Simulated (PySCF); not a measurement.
## Whose spectrum? (polycyclic quinone and quinodimethane)

All values: TDA B3LYP/def2-SVP, gas phase, PySCF SCF with an in-house response code, fitting set def2-universal-JFIT up to Ne and JKFIT beyond, grid level 1 (kernel 0), vertical, one conformer each, geometries GFN2-xTB; core orbitals frozen in the response, virtual orbitals above 1.5 Eh left out. The lowest 8 singlets were sought, and the brightest is taken among them. The runs took 2 to 3 CPU minutes each on shared server CPUs.

Some members have small gaps, where a closed-shell solution may not be the ground state. Some members have dark charge-transfer states, which this functional places too low.

One system has its HOMO at -4.55 eV, its LUMO at -2.26 eV and these singlet states:

```json
{"state": "S1", "eV": "1.85", "f": "0.021"}
{"state": "S2", "eV": "2.51", "f": "0.266"}
{"state": "S3", "eV": "2.92", "f": "0.102"}
{"state": "S4", "eV": "3.24", "f": "0.133"}
{"state": "S5", "eV": "3.40", "f": "0.030"}
{"state": "S6", "eV": "3.63", "f": "0.012"}
{"state": "S7", "eV": "3.99", "f": "0.020"}
{"state": "S8", "eV": "4.02", "f": "0.037"}
```

Task: Which is it?
A. O=c1cccc2c3c(=O)ccc4ccccc4c3cccc1-2 (C20H12O2)
B. O=c1ccc2cccc3c(cc(=O)cc4ccccc43)c-2c1 (C20H12O2)
C. C=C1C=Cc2cccc(=C)c2=C2C=CC=c3ccccc3=C12 (C22H16)

Result: C.

Task: How do the candidates compare?

Result: 
| system | HOMO / eV | LUMO / eV | S1 / eV | f(S1) | brightest state sought / eV |
| --- | --- | --- | --- | --- | --- |
| C=C1C=Cc2cccc(=C)c2=C2C=CC=c3ccccc3=C12 | -4.55 | -2.26 | 1.85 | 0.021 | 2.51 |
| O=c1ccc2cccc3c(cc(=O)cc4ccccc43)c-2c1 | -5.65 | -3.87 | 1.91 | 0.009 | 2.30 |
| O=c1cccc2c3c(=O)ccc4ccccc4c3cccc1-2 | -5.58 | -2.93 | 2.08 | 0.044 | 3.13 |
